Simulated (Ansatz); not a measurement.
Two isomers of C2H9NSSi: A = `CC(N)([SiH3])S`, B = `CN[SiH](C)S`.

Calculated with Ansatz (gas phase, PBE0-D4/def2-TZVP geometries, no zero-point term in ΔE). CCSD(T)/CBS is the MP2 limit (def2-TZVPP, def2-QZVPP) plus CCSD(T) − MP2 in def2-TZVPP, frozen cores. DFT in def2-TZVPP. B3LYP here is the variant with VWN-RPA as its local correlation; programs differ in this. One conformer a species, not always the lowest.

A:

Z-matrix (Å, degrees):
```
C
C 1 1.522
H 1 1.092 2 109.6
H 1 1.091 2 111.7 3 121.0
H 1 1.096 2 110.4 3 -118.9
N 2 1.436 1 109.4 3 57.5
Si 2 1.897 1 110.9 3 -63.6
S 2 1.864 1 105.0 3 -178.5
H 6 1.012 2 112.1 1 178.5
H 6 1.015 2 111.1 1 58.0
H 7 1.490 2 108.0 1 -178.3
H 7 1.488 2 110.5 1 62.7
H 7 1.483 2 110.0 1 -58.4
H 8 1.343 2 96.6 1 176.5
```

B:

```xyz
14

C     0.943   -1.770   -0.349
N    -0.344   -1.157   -0.105
Si   -0.695    0.516   -0.176
C     0.743    1.482    0.504
S    -2.492    0.718    0.979
H     1.100   -2.053   -1.398
H     1.071   -2.665    0.265
H     1.741   -1.078   -0.074
H    -1.122   -1.787   -0.217
H    -1.027    1.067   -1.526
H     0.473    2.538    0.568
H     1.013    1.136    1.504
H     1.622    1.404   -0.144
H    -3.024    1.649    0.170
```

Task: Which is lower in electronic energy at CCSD(T)/CBS, and by how much? (Best estimate.)

Result: Computed: B, by 47.3 kcal/mol.

Task: Give E(B) − E(A) in kcal/mol with B3LYP, HF/def2-TZVPP, CCSD(T)/def2-TZVPP, B2PLYP, CCSD/def2-TZVPP, PBE0-D4, B3LYP-D4. (Best estimate.)

Result: The calculation gave: B3LYP -49.1, HF/def2-TZVPP -52.4, CCSD(T)/def2-TZVPP -46.6, B2PLYP -48.6, CCSD/def2-TZVPP -47.9, PBE0-D4 -47.2, B3LYP-D4 -47.5. None reverses the order clearly.

Largest T1 diagnostic: 0.011.

The D4 term adds +1.5 kcal/mol with B3LYP and +0.7 kcal/mol with PBE0; it sums over pairs of atoms, weighted by their polarisabilities, and B3LYP, whose exchange is more repulsive, gets the larger term. From PBE to PBE0 (25 % exact exchange), in def2-TZVPP and without D4, E(B) − E(A) moves by −2.0 kcal/mol.
